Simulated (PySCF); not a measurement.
A structure optimised at PBE-D3(BJ)/def2-SVP, used in a PySCF frequency run:

```xyz
14

N      1.8095    -0.9637     0.7058
Si     0.7111     0.1323    -0.0708
O      1.5958     1.2152    -1.0224
C     -0.5424     0.9518     1.1518
N     -1.7142     0.1852     0.7022
Si    -1.3400    -0.8376    -0.6797
H      2.0916    -1.7922     0.1752
H      2.6261    -0.5701     1.1847
H      1.0658     1.9235    -1.4302
H     -0.6458     2.0564     1.0166
H     -0.2763     0.7720     2.2204
H     -2.5896     0.2865     1.2214
H     -1.6134    -2.3155    -0.4906
H     -2.0332    -0.4683    -1.9773
```
Charge 0, spin multiplicity 1.

Write its SMILES and formula.

N[Si@]1(O)CN[SiH2]1, CH₈N₂OSi₂

What are its rotational constants (standard atomic weights)?

3.2671, 1.6824, 1.6217 GHz
